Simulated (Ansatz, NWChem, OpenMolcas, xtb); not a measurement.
# Ligand exchange: GeH3F + SnH3(SH) → GeH3(SH) + SnH3F

Species: GeH3F (fluorogermane) `[F][GeH3]`, singlet; SnH3(SH), singlet; GeH3(SH), singlet; SnH3F `[F][SnH3]`, singlet. The partners trade F for SH: Ge–F and Sn–SH bonds give way to Ge–SH and Sn–F.

Shapes, held fixed at every level: PBE0-D4/def2-TZVP. Programs: Ansatz 0.2.0, NWChem 7.3.0, OpenMolcas 26.06, xtb 6.7.1, xtb 6.7.1 later snapshot. A level may come from different programs for different species; with the same settings they agree closely. The zero-point and thermal change to 298 K, harmonic and unscaled (PBE0-D4/def2-TZVP), is -0.5 kJ/mol.

```
             level                    kind  ΔH(298 K) (kJ/mol)  less CCSD(T)/def2-TZVPP
          GFN0-xTB          semi-empirical               +17.2                     -0.6
       HF/def2-SVP            Hartree–Fock               +26.2                     +8.4
     HF/def2-TZVPP            Hartree–Fock               +21.4                     +3.6
 PBE-D4/def2-TZVPP                     GGA               +10.9                     -6.9
     PBE0/def2-SVP           global hybrid               +23.5                     +5.7
wB97X-V/def2-TZVPP  range-separated hybrid               +13.7                     -4.1
      MP2/def2-SVP     perturbation theory               +19.6                     +1.8
     CCSD/def2-SVP   coupled cluster or CI               +21.1                     +3.3
CCSD(T)/def2-TZVPP   coupled cluster or CI               +17.8                      0.0
```

The highest level, CCSD(T)/def2-TZVPP, gives ΔH(298 K) = +17.8 kJ/mol; the levels span +10.9 to +26.2. The column of differences is taken from that level and isn't an error. No measured value is set beside it here. For atoms past krypton def2 sets carry core potentials with scalar relativity. Relativity is left out for Ge. Outer-core shells of Ge, Sn are correlated, in sets that cover them unevenly.
